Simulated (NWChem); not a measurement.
System meant: CH$_{5}$BBrN; SMILES CB(N)Br

Here is an NWChem input.

```
start job
memory heap 200 mb stack 900 mb global 1100 mb
geometry units angstroms noautoz
  B      0.061253    -0.932757    -0.000826
  Br    -0.040663     1.017578     0.000588
  C     -1.269916    -1.762026    -0.002738
  H     -1.878588    -1.510458     0.880756
  H     -1.101910    -2.850219    -0.008500
  H     -1.882318    -1.501559    -0.880988
  N      1.333670    -1.492538     0.000188
  H      1.481874    -2.493567    -0.000342
  H      2.181832    -0.941289     0.001519
end
basis spherical
  B library def2-svp
  Br library def2-svp
  C library def2-svp
  H library def2-svp
  N library def2-svp
end
dft
  odft
  mult 2
  xc b3lyp
  iterations 150
  mulliken
end
task dft energy
```

End of the output:

```
 Summary of "ao basis" -> "" (spherical)
 ------------------------------------------------------------------------------
       Tag                 Description            Shells   Functions and Types
 ---------------- ------------------------------  ------  ---------------------
 B                          def2-svp                 6       14   3s2p1d
 Br                         def2-svp                12       32   5s4p3d
 C                          def2-svp                 6       14   3s2p1d
 H                          def2-svp                 3        5   2s1p
 N                          def2-svp                 6       14   3s2p1d

                                 NWChem DFT Module
                                 -----------------

 Summary of "ao basis" -> "ao basis" (spherical)
 ------------------------------------------------------------------------------
       Tag                 Description            Shells   Functions and Types
 ---------------- ------------------------------  ------  ---------------------
 B                          def2-svp                 6       14   3s2p1d
 Br                         def2-svp                12       32   5s4p3d
 C                          def2-svp                 6       14   3s2p1d
 H                          def2-svp                 3        5   2s1p
 N                          def2-svp                 6       14   3s2p1d

  number of electrons :                   58
  multiplicity        :                    2
 ------------------------------------------------------------------------
  no. of electrons and multiplicity not compatible                  58
 ------------------------------------------------------------------------
 ------------------------------------------------------------------------
  current input line :
    28: task dft energy
 ------------------------------------------------------------------------
 ------------------------------------------------------------------------
 There is an error in the input file
 ------------------------------------------------------------------------
 For more information see the NWChem manual at https://nwchemgit.github.io

0: no. of electrons and multiplicity not compatible:Received an Error in Communication
```

**Question.** What is wrong, and how is it mended?

**Answer.** The input was rejected before any calculation. Cause: the multiplicity doesn't fit the number of electrons (an even count wants an odd multiplicity, and the reverse). This input runs:
```
start job
memory heap 200 mb stack 900 mb global 1100 mb
geometry units angstroms noautoz
  B      0.061253    -0.932757    -0.000826
  Br    -0.040663     1.017578     0.000588
  C     -1.269916    -1.762026    -0.002738
  H     -1.878588    -1.510458     0.880756
  H     -1.101910    -2.850219    -0.008500
  H     -1.882318    -1.501559    -0.880988
  N      1.333670    -1.492538     0.000188
  H      1.481874    -2.493567    -0.000342
  H      2.181832    -0.941289     0.001519
end
basis spherical
  B library def2-svp
  Br library def2-svp
  C library def2-svp
  H library def2-svp
  N library def2-svp
end
dft
  xc b3lyp
  iterations 150
  mulliken
end
task dft energy
```
It converges to -2694.60650 Ha (B3LYP/def2-SVP).
